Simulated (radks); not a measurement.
Q: Radial electron density D(r) = 4 pi r^2 rho(r) of an atom or ion with 3 electrons. All-electron calculation, scalar-relativistic Kohn-Sham, LB94 model potential, spin-polarised, spherical densities, finite nucleus; Fermi nuclear charge, rms radius of each element as measured or else 0.836 A^(1/3) + 0.57 fm. Program: a radial shooting solver on a logarithmic mesh with Libxc functionals.

```
   r/bohr * D(r) (the largest magnitude, 8.44, reaches the edge; | marks zero)
  0.01022 | *
  0.01249 |  *
  0.01513 |    *
  0.01848 |      *
  0.02239 |        *
  0.02735 |           *
  0.03314 |                *
  0.04047 |                     *
  0.04904 |                           *
   0.0599 |                                  *
  0.07258 |                                         *
  0.08864 |                                                *
   0.1074 |                                                     *
   0.1312 |                                                      *
    0.159 |                                                   *
   0.1942 |                                            *
   0.2352 |                                  *
   0.2873 |                       *
   0.3482 |              *
   0.4252 |        *
   0.5152 |       *
   0.6293 |       *
   0.7625 |       *
   0.9314 |      *
    1.128 |    *
    1.378 | *
     1.67 |*
     2.04 *
    2.472 *
    3.019 *
```

What is the nuclear charge?

A: Z = 8. The innermost maximum, from 1s, lies near gamma/Z bohr with gamma = sqrt(1 - (Z/c)^2) = 0.998, here 0.125 bohr (found: 0.127), and its height grows with Z. The density is that of the oxygen ion O5+ in [He] 2s1; the configuration itself is not fixed sharply by these data. D(r) has 2 maxima, at r = 0.127, 0.733 bohr, and minima at 0.532 bohr, inside which lie 2.10 electrons.
